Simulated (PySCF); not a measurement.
Coordinates in bohr (charge 0 multiplicity 1):
```
Ge    0.0000    0.0000   -0.2936
S     0.0000    0.0000    3.4870
F     2.4663    0.0000   -2.3723
F    -2.4663    0.0000   -2.3723
```

Method: PBE0/[Ge def2-TZVP, S def2-TZVP, F def2-TZVP], no relativity, density fitting, PySCF.

This geometry of GeSF2 is a stationary point at this level.

**Question.** What is the point group?

**Answer.** Cs.

**Question.** Is it a minimum?

**Answer.** Yes: all harmonic wavenumbers are real.

**Question.** List the harmonic modes with their infrared intensities.

**Answer.** 
```csv
symmetry,ω (cm⁻¹),IR (km/mol),type
a'',172,11.5,bend
a',188,18.3,bend
a',261,22.0,bend
a',556,4.4,stretch
a'',742,99.5,stretch
a',769,145,stretch
```

**Question.** Give the ideal-gas entropy at 298.15 K and 1 bar by parts.

**Answer.** translation 170.8, rotation 109.9, vibration 30.7, spin 0.0; total 311.5 J/(mol K).

**Question.** What is the atomisation energy, with and without zero-point energy?

**Answer.** 1294 kJ/mol without, 1278 kJ/mol with.

Only a few start shapes were tried, so a lower isomer may exist.
